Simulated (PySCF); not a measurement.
Species: C₂H₆GeSi.
Structure used (GFN2-xTB), in Å, numbered top down from 1:
```xyz
10
C2H6GeSi angstrom
Si     2.475   -0.184    0.152
C      0.634   -0.041    0.022
C     -0.573    0.049   -0.051
Ge    -2.456    0.184   -0.156
H      2.795   -1.582    0.451
H      2.920    0.698    1.233
H      3.059    0.223   -1.128
H     -3.041   -0.070    1.193
H     -2.831    1.554   -0.613
H     -2.973   -0.826   -1.124
```

Vertical excitations from PySCF (density fitting, frozen core in the response, grid level 2 and gas phase unless stated; continuum runs use non-equilibrium linear response for the excitations) on a GFN2-xTB geometry. Reference run:

| settings | S1, eV (f) | S2, eV (f) | S3, eV (f) | S4, eV (f) | S5, eV (f) | S6, eV (f) | T1, eV (Tamm–Dancoff) | mean α (au) |
| --- | --- | --- | --- | --- | --- | --- | --- | --- |
| wB97X-D/def2-SVPD, full TDDFT, 8 singlets | 5.79 (0.000) | 6.04 (0.003) | 6.04 (0.003) | 7.61 (0.000) | 7.62 (0.000) | 8.10 (1.490) | 4.86 | 81.5 |

Q: What do these settings give: PBE0/def2-SVPD, grid level 4, TDA, 6 singlets?

A: 
```csv
settings,"S1, eV (f)","S2, eV (f)","S3, eV (f)","S4, eV (f)","S5, eV (f)","S6, eV (f)","T1, eV (Tamm–Dancoff)",mean α (au)
"PBE0/def2-SVPD, grid level 4, TDA, 6 singlets",5.78 (0.000),6.01 (0.004),6.01 (0.004),7.25 (0.000),7.25 (0.000),7.74 (0.000),4.70,82.4
```

S1 moves by -0.01 eV; functional and response scheme change together, so the shift can't be laid on one. States are counted by energy in each run and needn't keep their character from row to row.

Q: Which orbital pairs make up S1 in each run, and how does it sit against the orbital gap?

A: 
```csv
settings,S1 configurations (weight),S1 (eV),orbital gap (eV),S1 − gap (eV)
"wB97X-D/def2-SVPD, full TDDFT, 8 singlets","H→L 0.46, H−1→L+1 0.45",5.79,11.32,-5.53
"PBE0/def2-SVPD, grid level 4, TDA, 6 singlets","H→L 0.49, H−1→L+1 0.47",5.78,7.73,-1.95
```

Where S1 or the frontier orbitals are degenerate, the weights hang on an arbitrary mixing within the set.

 The wB97X-D/def2-SVPD calculation is non-relativistic and has no spin–orbit coupling, an omission that weighs most on germanium.
